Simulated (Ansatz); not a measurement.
Geometry optimisation, RKS B3LYP-D4/def2-SVP in Ansatz 0.2.0.

Input:

```yaml
crystal:
  periodic: [false, false, false]
  atoms:
    - { symbol: C, position_ang: [-0.8721, 1.2828, -0.8738] }
    - { symbol: C, position_ang: [-0.2203, 0.3699, -0.2885] }
    - { symbol: Al, position_ang: [-0.17001, -1.01203, 1.24718] }
    - { symbol: Si, position_ang: [1.28693, -0.74254, -0.11434] }
    - { symbol: H, position_ang: [-1.9051, 1.5782, -0.5347] }
    - { symbol: H, position_ang: [-0.5081, 1.8649, -1.7435] }
    - { symbol: H, position_ang: [-0.82244, -1.81971, 2.52412] }
    - { symbol: H, position_ang: [2.45754, 0.07132, 0.31303] }
    - { symbol: H, position_ang: [1.46002, -1.67472, -1.29024] }
basis:
  gaussian: { orbitals: def2-SVP }
hamiltonian:
  xc: b3lyp
  dispersion: d4
relax:
  f_tol: 0.015
  max_steps: 40
```

Launched with:

```bash
$ ansatz run input.yaml --threads 1 --pin off --max-ram 2048MiB --backend cpu --events-out ev --progress --plain --runs-dir out
```

Where does it end, and by what steps?

The forces met the threshold. After 10 steps the energy has fallen by 1.548 eV; H7 moved furthest, 0.39 Å.

| step | energy less start (eV) | largest force component (eV/Å) | accepted |
| --- | --- | --- | --- |
| 0 | 0.0000 | 5.232 | yes |
| 1 | -1.3780 | 1.428 | yes |
| 2 | -1.5148 | 0.485 | yes |
| 3 | -1.4405 | 1.191 | no |
| 4 | -1.5386 | 0.245 | yes |
| 5 | -1.5415 | 0.215 | yes |
| 6 | -1.5449 | 0.151 | yes |
| 7 | -1.5429 | 0.139 | no |
| 8 | -1.5480 | 0.023 | yes |
| 9 | -1.5481 | 0.029 | yes |
| 10 | -1.5482 | 0.009 | yes |

```xyz
9
Properties=species:S:1:pos:R:3
C -0.881 1.199 -0.780
C -0.273 0.236 -0.068
Al -0.314 -1.067 1.365
Si 1.409 -0.709 -0.218
H -1.877 1.584 -0.515
H -0.427 1.661 -1.670
H -1.173 -1.644 2.564
H 2.620 0.129 0.054
H 1.623 -1.470 -1.491
```

Run time: 31 s on 1 thread of Intel(R) Xeon(R) Platinum 8488C (Sapphire Rapids) (shared host), peak memory 0.19 GiB.
